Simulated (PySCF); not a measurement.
Simulated C 1s region for `C[N+]1(C)[GaH2-][CH2]C[C@H]1C[SiH3]`, binding energy against the vacuum level.

Every computed line was given a Gaussian of 0.6 eV full width at half maximum and an area set by the number of equivalent atoms; the highest printed point is 100. Computed, not measured: delta-SCF UKS SCAN, pcX-2 on the ionised atom, pcseg-1 elsewhere, spin-free X2C (PySCF).

(binding energy (eV), intensity): (288.2, 0), (288.3, 1), (288.4, 2), (288.5, 4), (288.6, 8), (288.7, 14), (288.8, 23), (288.9, 30), (289.0, 35), (289.1, 34), (289.2, 29), (289.3, 21), (289.4, 13), (289.5, 7), (289.6, 4), (289.7, 3), (289.8, 5), (289.9, 11), (290.0, 21), (290.1, 36), (290.2, 52), (290.3, 65), (290.4, 70), (290.5, 65), (290.6, 52), (290.7, 35), (290.8, 21), (290.9, 12), (291.0, 9), (291.1, 12), (291.2, 21), (291.3, 37), (291.4, 58), (291.5, 80), (291.6, 96), (291.7, 100), (291.8, 91), (291.9, 72), (292.0, 50), (292.1, 30), (292.2, 16), (292.3, 7), (292.4, 3), (292.5, 1), (292.6, 0)

**Question.** Count the maxima, the lines and the sites behind this envelope.

**Answer.** The curve has 3 maxima (at 289.0, 290.4 and 291.7 eV). Under it lie 6 lines from 6 inequivalent carbon sites. At this width some lines have no maximum of their own.

**Question.** Decompose the envelope and assign each component. Numbering: `[CH3:1][N+:2]1([CH3:3])[GaH2-:4][CH2:5][CH2:6][C@H:7]1[CH2:8][SiH3:9]`.

**Answer.** 
```csv
position (eV),relative area,line,atoms,environment
289.04,1,C 1s,C5,ring CH2 carbon
290.37,1,C 1s,C6,ring CH2 carbon
290.43,1,C 1s,C8,sp3 carbon bound to silicon
291.56,1,C 1s,C7,sp3 carbon bound to nitrogen
291.71,1,C 1s,C1,N-methyl carbon
291.77,1,C 1s,C3,N-methyl carbon
```

The listed C 1s values span 2.73 eV, from C5 (bonded to C, 2 H and Ga) to C3 (bonded to N and 3 H). The widest gap between neighbouring values is 1.33 eV, between 289.04 and 290.37 eV. Summing the Pauling electronegativity differences to the bonded atoms, each weighted by its formal bond order, gives -1.44 for the lowest site and -0.56 for the highest; the largest sum, +0.14, belongs to C7, 0.21 eV below the top.

Shake-up satellites, vibrational structure and lifetime widths aren't simulated. The structure is a single PBE0-D3(BJ)/def2-SVP conformer in the gas phase; no vibrational or solvent corrections.
